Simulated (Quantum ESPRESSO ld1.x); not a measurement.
Values are calculated unless marked as measured or tabulated.
Problem. These are the eigenvalues of the occupied orbitals of an atom or ion with whole-number occupations (hartree). Level of theory: scalar-relativistic Kohn-Sham, revPBE, spin-unpolarised, spherical densities, point nucleus (ld1.x of Quantum ESPRESSO 7.5).

| orbital | eigenvalue |
|---|---|
| 1s | -2109.83 |
| 2s | -355.460 |
| 2p | -314.481 |
| 3s | -80.6146 |
| 3p | -68.1524 |
| 3d | -52.5710 |
| 4s | -16.8903 |
| 4p | -12.7888 |
| 4d | -7.29748 |
| 5s | -3.01121 |
| 5p | -2.03305 |
| 4f | -1.29978 |

Which element is it, and in what charge state? The configuration may be excited.

Solution. Z = 68, erbium, charge +3: Er3+ in [Xe] 4f11. The list shows which subshells hold electrons but not how many an open one holds; the 1s level, -2109.8 hartree, gives Z - s = 65.0 by -(Z - s)^2/2, which with screening and relativity narrows Z to a few neighbours, and the depths of the outer levels then fix element, charge and occupations together.
